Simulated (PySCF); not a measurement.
How methods differ on the excitation energy of S

S [Ne] 3s2 3p4 (3P) → S [Ne] 3s1 3p4 4s1 (5P), as a difference of total energies. Computed with PySCF 2.14 in aug-cc-pwCVTZ, with the non-relativistic Hamiltonian (point nucleus). Correlated levels: nothing frozen. The calculations carry no spin-orbit coupling.

```json
{"method": "UHF", "excitation energy (eV)": "16.468"}
{"method": "MP2 (all electrons)", "excitation energy (eV)": "16.865"}
{"method": "SCS-MP2 (all electrons)", "excitation energy (eV)": "17.028"}
{"method": "CCSD (all electrons)", "excitation energy (eV)": "16.630"}
{"method": "CCSD(T) (all electrons)", "excitation energy (eV)": "16.395"}
```

Q: How much does correlation contribute at CCSD(T) (all electrons)?

A: 16.395 − (16.468) = -0.073 eV, measured against UHF.

The upper state lies above the first ionisation limit, where it may autoionise and the basis confines it. A Rydberg-like electron needs more diffuse functions than a valence basis has.

The promoted electron is Rydberg-like, and one or two diffuse shells describe it only roughly, which tends to raise the upper state.

The coupled-cluster amplitudes are large for the upper state (T1 above 0.03 or a double amplitude above 0.15), so a single reference is strained.
